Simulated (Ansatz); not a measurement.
A run for Ansatz (a program for electronic structure): R-PBE/def2-TZVPPD on C3H9I (a complex). Elements past Kr take the def2 small-core potentials; no spin–orbit coupling. Files ending in .json are basis or fitting sets from the Basis Set Exchange.

Ansatz 0.2 input:
```yaml
crystal:
  periodic: [false, false, false]
  atoms:
    - {symbol: C, position_ang: [-0.53414672, 0.50470735, 0.23525862]}
    - {symbol: C, position_ang: [0.64776905, -0.40014254, -0.09892718]}
    - {symbol: H, position_ang: [-1.27095892, 0.50868097, -0.57027818]}
    - {symbol: H, position_ang: [-0.21467143, 1.53766803, 0.38995405]}
    - {symbol: H, position_ang: [-1.03851712, 0.17205003, 1.14417659]}
    - {symbol: H, position_ang: [0.32165146, -1.42784252, -0.26844102]}
    - {symbol: H, position_ang: [1.37466540, -0.42503426, 0.71506768]}
    - {symbol: H, position_ang: [1.16545239, -0.06344294, -0.99935610]}
    - {symbol: C, position_ang: [0.99571342, 1.37718669, 3.44717716]}
    - {symbol: I, position_ang: [0.56930098, -0.64066480, 4.07290657]}
    - {symbol: H, position_ang: [1.54974837, 1.85361333, 4.24743593]}
    - {symbol: H, position_ang: [1.58195222, 1.31721112, 2.53784236]}
    - {symbol: H, position_ang: [0.04619171, 1.86872763, 3.27194455]}
basis:
  gaussian:
    orbitals: def2-TZVPPD.json
hamiltonian:
  xc: {name: PBE}
scf: {lower_state_search: off}
```

The log:

```
WARN ansatz: RAYON_NUM_THREADS=1 ignored (pool sized by the plan → 1); use --threads N
Functional definition: PBE
these checks for a lower state are left out or cut short: stability, starts, cluster_reference, orbital_swaps, neighbouring_geometries, increment
integrals: 0.27 GiB planned
1467 factors; their error is unknown
mean field: 2.04 GiB planned
mean field evaluation 1: about -11335.6268 eV, gradient 9.1e1 eV
mean field evaluation 2: about -11294.2186 eV, gradient 1.4e2 eV
mean field evaluation 4: about -11355.0249 eV, gradient 1.2e1 eV
mean field evaluation 8: about -11355.2411 eV, gradient 2.7e-1 eV
mean field evaluation 16: about -11355.1850 eV, gradient 7.2e-4 eV
mean field -11355.18502871 eV, -417.2953529841 hartree, gradient 1.5e-6 eV, S^2 0.000000; 0 other end points of the search recorded, 0 dependent functions left out
reference -11355.18508879 eV, -417.2953551920 hartree; 26, 26 occupied and 297, 297 virtual orbitals, 1467 factors
Total energy: -11355.18508879 eV, -417.2953551920 hartree
Checks for a lower state left out: stability, starts, cluster_reference, orbital_swaps, neighbouring_geometries, increment
```

The run converged.

Cost: roughly 9 core-seconds.
